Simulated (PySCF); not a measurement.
Members of one series of related molecules.

All values: wB97X-D/def2-SVPD (PySCF) at PBE0-D3(BJ)/def2-SVP geometries, gas phase, one conformer each. Core orbitals are frozen in the response; Δα² is half the sum of the squared differences of the principal polarisabilities.

(1) Rank by mean static polarisability, highest first.
A. `CCc1cccc(F)c1`
B. `c1c(cccc1C1CC1)F`
C. `Fc1cccc(C[SiH3])c1`
D. `CN(C)c1cccc(F)c1`

(2) Rank by vertical ionisation energy (ΔSCF), highest first.
A. `c1ccc(cc1C[SiH3])F`
B. `CN(C)c1cccc(F)c1`
C. `FC1=CC(C2CC2)=CC=C1`
D. `CCc1cccc(F)c1`

## Answers

(1) C (16.14 Å³), D (15.64 Å³), B (15.17 Å³), A (13.77 Å³).

(2) D (8.95 eV), A (8.81 eV), C (8.64 eV), B (7.43 eV).

All values together:

| SMILES | formula | μ (D) | HOMO (eV) | LUMO (eV) | α (Å³) | Δα (Å³) | electrons | α per electron (Å³) | ΔSCF removal energy (eV) |
| --- | --- | --- | --- | --- | --- | --- | --- | --- | --- |
| CCc1cccc(F)c1 | C8H9F | 1.81 | -8.83 | 1.27 | 13.77 | 6.76 | 66 | 0.209 | 8.95 |
| CN(C)c1cccc(F)c1 | C8H10FN | 3.30 | -7.43 | 1.62 | 15.64 | 9.37 | 74 | 0.211 | 7.43 |
| Fc1cccc(C[SiH3])c1 | C7H9FSi | 1.72 | -8.76 | 1.13 | 16.14 | 7.63 | 74 | 0.218 | 8.81 |
| Fc1cccc(C2CC2)c1 | C9H9F | 1.92 | -8.59 | 1.20 | 15.17 | 8.10 | 72 | 0.211 | 8.64 |

Conformers: `[CH3:1][CH2:2][c:3]1[cH:4][cH:5][cH:6][c:7]([F:8])[cH:9]1` with C1–C2–C3–C4 85°; `[F:1][c:2]1[cH:3][cH:4][cH:5][c:6]([CH2:7][SiH3:8])[cH:9]1` with C5–C6–C7–Si8 -92°; `[F:1][c:2]1[cH:3][cH:4][cH:5][c:6]([CH:7]2[CH2:8][CH2:9]2)[cH:10]1` with C5–C6–C7–C8 147°.
